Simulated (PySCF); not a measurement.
## Zr⁺ (zirconium, charge +1): r2SCAN0 calculation

Configuration: [Kr] 4d3, high-spin 4F determinant (an excited configuration). Computed with PySCF 2.14 in dyall-av2z (22s15p11d2f, 136 functions), with no relativity, point nucleus.

| Property | Result |
| --- | --- |
| Total energy | -3540.72 hartree |
| One-electron energy | -4888.35 hartree |
| Hartree (Coulomb) energy | 1460.19 hartree |
| Exchange-correlation energy | -112.56 hartree |
| Kinetic energy | 3538.97848 hartree |
| ⟨S²⟩ | 3.7528 |
| ⟨L²⟩ | 12.018 |
| Sum of ⟨r⟩ | 26.92 bohr |
| Sum of ⟨r²⟩ | 38.96 bohr² |
| Density at the nucleus (Gaussians lack the cusp) | 44300 bohr⁻³ |
| Spin density at the nucleus | -1.39 bohr⁻³ |
| Langevin diamagnetic susceptibility | -30.9 ×10⁻⁶ cm³/mol |
| Time after the integrals | of the order of 15 core-seconds |

```tsv
shell	electrons	mean orbital energy (hartree)	spread (hartree)	rms radius, mean of both spins (bohr)
1s β	1	-644.02848	0	0.0441
1s α	1	-644.02742	0	0.0441
2s α	1	-88.92048	0	0.181
2s β	1	-88.90797	0	0.181
2p α	3	-81.36728	0	0.159
2p β	3	-81.35792	0	0.159
3s α	1	-15.03909	0	0.501
3s β	1	-15.03511	0	0.501
3p α	3	-12.16921	0	0.503
3p β	3	-12.16370	0	0.503
3d α	5	-6.96853	0.00895	0.496
3d β	5	-6.95609	0.00568	0.496
4s α	1	-2.23893	0	1.33
4s β	1	-2.17319	0	1.33
4p α	3	-1.45680	0	1.49
4p β	3	-1.37141	0	1.49
4d α	3	-0.38223	0	2.41
```

A non-relativistic calculation at this Z misses sizeable relativistic shifts.
